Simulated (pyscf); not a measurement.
**O=NbH(F)–F, singlet**

Gas-phase minimum from PySCF at ωB97X-D3(BJ)/def2-SVP, one conformer. 

SMILES: [O]=[NbH]([F])[F]
```xyz
5

O      1.7220    -0.7491    -0.8638
Nb     0.2245    -0.1144    -0.4663
F      0.1184     1.6501    -1.0429
F     -1.1183    -1.2534    -1.0641
H      0.2375    -0.1325     1.3001
```
Charge 0, spin multiplicity 1.

Bonded distances (Å): O1–Nb2 1.674, Nb2–F3 1.859, Nb2–F4 1.859, Nb2–H5 1.767. Angles (°): O1–Nb2–F3 109.7, O1–Nb2–F4 109.7, O1–Nb2–H5 103.1, F3–Nb2–F4 116.1, F3–Nb2–H5 108.7, F4–Nb2–H5 108.7.

Properties at ωB97X-D3(BJ)/def2-SVP:

```yaml
harmonic_wavenumbers_unscaled: 167, 219, 264, 546, 622, 727, 755, 1098, 1908 cm⁻¹
zero_point_energy: 9.0 kcal/mol
rotational_symmetry_number: 1
Entropy of this conformer at 298 K and 1 atm, rigid rotor and harmonic oscillator, modes under 100 cm⁻¹ raised to 100: 310.3 J/(mol K)
dipole_moment: 1.45 D
```

Single-point totals, which compare only within one level:

```
level                   total energy (hartree)
----------------------  ----------------------
ωB97X-D3(BJ)/def2-TZVP              -332.83652
PBE/def2-TZVP                       -332.57622
r²SCAN/def2-TZVP                    -332.72727
B3LYP-D3(BJ)/def2-TZVP              -332.83217
PBE0-D3(BJ)/def2-TZVP               -332.51850
M06-2X/def2-TZVP                    -332.57984
ωB97M-D3(BJ)/def2-TZVP              -332.80190
```

Elements past Kr carry the def2 core potentials, without spin-orbit coupling.
